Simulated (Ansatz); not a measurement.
Basis-set extrapolation for C₇H₁₆O, SMILES `CCCCC(O)CC` (PBE0-D4/def2-TZVP geometry, frozen core, Ansatz). Multiplicity 1, RHF reference.

```
                      def2-TZVPP   def2-QZVPP
                 HF  -349.387605  -349.404036
    MP2 correlation    -1.476048    -1.572012
CCSD(T) correlation    -1.615735      not run
```

Energies in hartree. Use E(X) = E(∞) + A·exp(−7.88·√X) for Hartree–Fock and E(X) = E(∞) + B·X^(−2.97) for correlation, with X = 3 and 4, and add CCSD(T) minus MP2 of the smaller set to the MP2 limit.

Problem. What is the CCSD(T) energy at the basis-set limit?

Solution. HF limit: -349.404036 + (-0.016431) × 0.13774 = -349.40630. MP2 limit: -1.572012 + (-0.095964) × 0.74074 = -1.64310. Higher-order term: -1.615735 − (-1.476048) = -0.13969. Total: -351.18909 hartree, 116.6 kcal/mol below CCSD(T)/def2-TZVPP.
